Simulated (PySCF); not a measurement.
Si(H)2(OH)(OSiH3) (H6O2Si2), SMILES [SiH2](O[SiH3])O. Atoms are numbered in the order given.

```xyz
10

Si     1.1230     0.2084    -0.5779
O      1.9770    -0.0290     0.8421
O     -0.4457    -0.3649    -0.4769
Si    -1.8654    -0.0158     0.3464
H      1.7415    -0.5292    -1.7289
H      1.1198     1.6924    -0.7718
H      2.1814    -0.9561     1.0559
H     -1.9890     1.4659     0.5879
H     -1.8921    -0.7327     1.6686
H     -3.0182    -0.4853    -0.4920
```
Charge 0, spin multiplicity 1.

The structure is a stationary point at PBE-D3(BJ)/def2-SVP. One conformer was computed; it need not be the lowest.

Computed with TDDFT-PBE/def2-SVPD in PySCF.

Vertical excitations. Gas-phase values at a fixed geometry.

Problem. Estimate the UV-visible absorptions. (Estimate from the structure and the level; the computed values follow.)

Solution. 
| state | energy (eV) | λ (nm) | f | main pairs |
|---|---|---|---|---|
| S1 | 6.48 | 191 | 0.005 | HOMO→LUMO 98 % |
| S2 | 6.62 | 187 | 0.009 | HOMO−1→LUMO 97 % |
| S3 | 6.85 | 181 | 0.002 | HOMO→LUMO+1 90 % |
| S4 | 6.93 | 179 | 0.001 | HOMO−2→LUMO 67 %, HOMO−1→LUMO+1 30 % |
| S5 | 6.98 | 178 | 0.037 | HOMO−1→LUMO+1 67 %, HOMO−2→LUMO 24 % |
| S6 | 7.32 | 169 | 0.009 | HOMO−2→LUMO+1 97 % |
| S7 | 7.54 | 165 | 0.030 | HOMO−3→LUMO 95 % |
| S8 | 7.57 | 164 | 0.039 | HOMO→LUMO+2 98 % |
| S9 | 7.66 | 162 | 0.029 | HOMO−1→LUMO+2 95 % |
| S10 | 7.87 | 157 | 0.001 | HOMO−3→LUMO+1 93 % |
| T1 | 6.27 | 198 | 0 | HOMO→LUMO 97 % |
| T2 | 6.34 | 195 | 0 | HOMO−1→LUMO 98 % |
| T3 | 6.63 | 187 | 0 | HOMO→LUMO+1 76 %, HOMO−2→LUMO 21 % |
| T4 | 6.73 | 184 | 0 | HOMO−2→LUMO 74 %, HOMO→LUMO+1 22 % |
Triplets are in the Tamm–Dancoff approximation, which puts them higher than full response would, so one can lie above its singlet here.
